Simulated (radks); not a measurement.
Initial-state core-level shifts of the arsenic ion As+ when its valence configuration changes from [Ar] 3d10 4s2 4p2. All-electron calculation, scalar-relativistic Kohn-Sham, PBE, spin-polarised, spherical densities, point nucleus; open shells are filled with parallel spins first. Program: a radial shooting solver on a logarithmic mesh with Libxc functionals. Shifts are changes of the shell-averaged eigenvalues in eV (positive: less bound).

| valence | 1s | 2s | 2p | 3p |
|---|---|---|---|---|
| 3d10 4s1 4p3 | -1.241 | -1.208 | -1.201 | -1.263 |
| 3d9.5 4s1.5 4p3 | -7.107 | -7.758 | -7.700 | -6.323 |
| 3d8 4s2 4p4 | -27.618 | -30.516 | -30.295 | -23.639 |
| 3d10 4p4 | -3.401 | -3.290 | -3.282 | -3.352 |
| 3d9.5 4s2 4p2.5 | -6.508 | -7.172 | -7.117 | -5.716 |
| 3d9.5 4s1 4p3.5 | -7.950 | -8.582 | -8.520 | -7.154 |
| 3d9 4s2 4p3 | -13.208 | -14.582 | -14.471 | -11.497 |
| 3d8.5 4s2 4p3.5 | -20.328 | -22.445 | -22.280 | -17.549 |
| 3d7.5 4s2 4p4.5 | -35.079 | -38.794 | -38.520 | -29.764 |
